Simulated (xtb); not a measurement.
C5H3N3, SMILES N#Cc1ncccn1. All values are semi-empirical tight-binding results from xtb (GFN2-xTB unless named), good for trends rather than for accurate numbers. Geometry optimised at GFN2-xTB.

Optimised geometry:

Bond lengths (Å): N1–C2 1.144, C2–C3 1.429, C3–N4 1.329, C3–N8 1.329, N4–C5 1.320, C5–C6 1.390, C5–H9 1.082, C6–C7 1.390, C6–H10 1.077, C7–N8 1.320, C7–H11 1.082. Angles (°): N1–C2–C3 180.0, C2–C3–N4 116.9, C2–C3–N8 116.9, N4–C3–N8 126.2, C3–N4–C5 116.7, N4–C5–C6 122.1, N4–C5–H9 115.8, C6–C5–H9 122.1, C5–C6–C7 116.2, C5–C6–H10 121.9, C7–C6–H10 121.9, C6–C7–N8 122.1, C6–C7–H11 122.1, N8–C7–H11 115.8, C3–N8–C7 116.7.

- point group as xtb finds it = C2v
- orbital gap = 2.28 eV
- dipole moment = 5.60 D
- zero-point energy = 45.3 kcal/mol
- G − E(el) at 298.15 K (modified RRHO) = 26.5 kcal/mol
- static polarisability (D4 model) = 71.7 bohr³
- solvation energy, GFN2-xTB/ALPB(water) = -8.2 kcal/mol
- solvation energy, GFN2-xTB/ALPB(thf) = -8.2 kcal/mol

Question: Give the IR lines (harmonic; lines under 4 % of the strongest left out, lines within 3 cm⁻¹ merged). (Estimate from the structure and the level; the computed values follow.)

Answer: ν (cm⁻¹): 297 (w), 535 (m), 751 (w), 791 (w), 1023 (w), 1378 (w), 1398 (w), 1534 (vs), 1552 (m), 2389 (s), 3057 (m), 3112 (w) (against the strongest line: vs over 80 %, s over 45 %, m over 15 %, w over 4 %, vw less)

Computed atomic charges and the Wiberg bond orders between heavy atoms:
charges (e) N1 -0.17, C2 0.12, C3 0.20, N4 -0.22, C5 0.09, C6 -0.04, C7 0.09, N8 -0.22, H9 0.06, H10 0.05, H11 0.06. Bond orders N1–C2 2.85, C2–C3 1.05, C3–N4 1.37, N4–C5 1.45, C5–C6 1.42, C6–C7 1.42, C3–N8 1.37, C7–N8 1.45.
